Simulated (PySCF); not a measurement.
Sn(H)2(Br)(OH) (BrH3OSn), SMILES [OH][SnH2][Br].

Geometry: r2SCAN-D4/def2-SVP. The def2 effective core potentials stand for the cores of Sn; spin–orbit coupling is left out. One conformer was computed; it need not be the lowest.

The numbers are results of ωB97X/def2-TZVPD (PySCF), not measurements.

The molecule is in vacuum.

* **total energy**: -2865.62439 hartree
* **highest occupied level**: -10.70 eV
* **lowest empty level**: 0.59 eV
* **orbital gap**: 11.29 eV
* **dipole moment**: 1.95 D
* **quadrupole, principal values (traceless, Buckingham form, about the centre of nuclear charge)**: -8.59, 1.32, 7.27 D·Å
* **mean static polarisability**: 67.3 bohr³ (9.97 Å³)
* **polarisability, principal values**: 60.1, 61.6, 80.2 bohr³
